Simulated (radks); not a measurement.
The numbers below are computed, except where a source is named.
Polarisability of the vanadium ion V5+, [Ar], at imaginary frequency. Code: a radial shooting solver on a logarithmic mesh with Libxc functionals. Model: scalar-relativistic Kohn-Sham, LB94 model potential, spin-polarised, spherical densities, finite nucleus; Fermi nuclear charge, rms radius 3.6002 fm. Response by self-consistent Sternheimer equations with the Hartree and adiabatic LDA kernel, the relativistic mass of each level held fixed and spin-orbit coupling left out.

| w (hartree) | alpha1(iw) (bohr^3) | alpha2(iw) (bohr^5) |
|---|---|---|
| 0.00266 | 1.105 | 1.189 |
| 0.0143 | 1.105 | 1.189 |
| 0.0360 | 1.105 | 1.189 |
| 0.0697 | 1.104 | 1.188 |
| 0.118 | 1.101 | 1.187 |
| 0.186 | 1.096 | 1.185 |
| 0.280 | 1.085 | 1.180 |
| 0.413 | 1.064 | 1.170 |
| 0.605 | 1.020 | 1.149 |
| 0.892 | 0.9370 | 1.106 |
| 1.35 | 0.7885 | 1.018 |
| 2.12 | 0.5639 | 0.8468 |
| 3.59 | 0.3117 | 0.5664 |
| 6.94 | 0.1223 | 0.2472 |
| 17.5 | 0.02954 | 0.05063 |

Static values: alpha1 = 1.105 bohr^3 (0.1637 angstrom^3; uncoupled 1.766), alpha2 = 1.189 bohr^5, alpha3 = 2.727 bohr^7. C6 = 2.025, C8 = 13.29, triple-dipole C9 = 1.635 atomic units. One-pole (London) frequency 4 C6 / (3 alpha1^2) = 2.211 hartree, against 4.671 for minus the highest occupied eigenvalue.
